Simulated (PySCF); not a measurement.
## Electron correlation in Er⁵¹⁺ (erbium, charge +51)

[Ne] 3s2 3p5, 2P determinant. Calculation: PySCF 2.14, in an uncontracted even-tempered set (17 s from 12 bohr⁻², ratio 2.5; 12 p from 15 bohr⁻², ratio 2.5; 4 d from 64 bohr⁻², ratio 2.7; 4 f from 97 bohr⁻², ratio 2.7); scalar relativity by spin-free X2C-1e. Frozen: 1s2; 15 electrons correlated; the 20 highest virtual orbitals of each spin left out.

```json
{"level": "CCSD", "correlation energy (mhartree)": "-651.56"}
{"level": "(T)", "correlation energy (mhartree)": "-0.80"}
{"level": "CCSD(T)", "correlation energy (mhartree)": "-652.36"}
```

Diagnostics: T1 = 0.00034, D1 = 0.0016, largest double amplitude 0.017.

Spin-orbit coupling, absent here, splits the open shell strongly.

Cost of the coupled-cluster step: of the order of 22 core-seconds, for 15 correlated electrons.

Iterations:

```
CC2 = 0
CCSD nocc = (np.int64(8), np.int64(7)), nmo = (80, 80)
frozen orbitals [[0, 81, 82, 83, 84, 85, 86, 87, 88, 89, 90, 91, 92, 93, 94, 95, 96, 97, 98, 99, 100], [0, 81, 82, 83, 84, 85, 86, 87, 88, 89, 90, 91, 92, 93, 94, 95, 96, 97, 98, 99, 100]]
max_cycle = 100
direct = 0
conv_tol = 1e-08
conv_tol_normt = 1e-06
diis_space = 8
diis_start_cycle = 0
Init t2, MP2 energy = -0.640039129890793
Init E_corr(UCCSD) = -0.640039129890877
cycle = 1  E_corr(UCCSD) = -0.649867994245908  dE = -0.00982886436  norm(t1,t2) = 0.00501109
cycle = 2  E_corr(UCCSD) = -0.651333730237538  dE = -0.00146573599  norm(t1,t2) = 0.000770051
cycle = 3  E_corr(UCCSD) = -0.651565879715908  dE = -0.000232149478  norm(t1,t2) = 0.000130594
cycle = 4  E_corr(UCCSD) = -0.651563319540769  dE = 2.56017514e-06  norm(t1,t2) = 5.0309e-06
cycle = 5  E_corr(UCCSD) = -0.651563286355462  dE = 3.31853076e-08  norm(t1,t2) = 1.99112e-07
cycle = 6  E_corr(UCCSD) = -0.651563292559867  dE = -6.20440577e-09  norm(t1,t2) = 1.1985e-08
UCCSD converged
E(UCCSD) = -10531.99373865273  E_corr = -0.6515632925598674
UCCSD(T) correction = -0.000799995291103222
```

At this charge the one-electron X2C treatment keeps the bare 1/r₁₂, with no two-electron picture change or Breit term. The effect here is smaller than on the frozen 1s shell; and a scalar Hamiltonian misses the large spin-orbit splitting of the p shells, which matters for ns² → np² pairs.
